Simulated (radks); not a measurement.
Q: Neutral ytterbium, [Xe] 4f14 6s2. Method: non-relativistic Kohn-Sham, PBE, spin-polarised, spherical densities, point nucleus; computed with a radial shooting solver on a logarithmic mesh with Libxc functionals. Every spin shell is full or empty, so the densities are truly spherical. Functionals are evaluated on that one density, not self-consistently. Rank these exchange functionals by their error against the exact value of the orbitals, and give that value: LDA, PBE, RPBE, PW91, PW86, OPTX, B86b, G96, TPSS, SCAN.

A: Exact: -275.800 hartree. From best to worst, with 100 (|E| - |E exact|)/|E exact| (equal figures are ties): PW86 -0.05, RPBE +0.06, PBE -0.07, TPSS -0.13, B86b +0.29, SCAN +0.29, PW91 +0.33, G96 +0.73, OPTX +2.00, LDA -3.79.
